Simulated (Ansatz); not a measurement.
**Ligand exchange: Al(CH3)I2 + InH2I → AlI3 + InH2(CH3)**

Species: Al(CH3)I2, singlet; InH2I `[InH2][I]`, singlet; AlI3 (aluminum iodide) `[I][Al]([I])[I]`, singlet; InH2(CH3), singlet. The partners trade CH3 for I: Al–CH3 and In–I bonds give way to Al–I and In–CH3.

Shapes, held fixed at every level: PBE0-D4/def2-TZVP. Programs: Ansatz 0.2.0. Electronic energies: no zero-point or thermal term.

(1) Estimate ΔE of this reaction.

Results:

(1) The highest level, CCSD(T)/def2-TZVPP, gives ΔE = +35.0 kJ/mol; the levels span +30.7 to +55.5. The column of differences is taken from that level and isn't an error. No measured value is set beside it here. For atoms past krypton def2 sets carry core potentials with scalar relativity. Correlated rows may include outer-core shells of I, In, which these sets cover unevenly.

| level | kind | ΔE (kJ/mol) | less CCSD(T)/def2-TZVPP |
| --- | --- | --- | --- |
| HF/def2-TZVPP | Hartree–Fock | +55.5 | +20.5 |
| BHLYP-D4/def2-TZVPP | global hybrid | +44.9 | +9.9 |
| PBE0-D4/def2-TZVPP | global hybrid | +41.1 | +6.1 |
| wB97M-V/def2-TZVPP | range-separated hybrid | +42.5 | +7.5 |
| MP2/def2-TZVPP | perturbation theory | +30.7 | -4.3 |
| CCSD(T)/def2-SVP | coupled cluster or CI | +45.4 | +10.4 |
| CCSD/def2-TZVPP | coupled cluster or CI | +37.4 | +2.4 |
| CCSD(T)/def2-TZVPP | coupled cluster or CI | +35.0 | 0.0 |
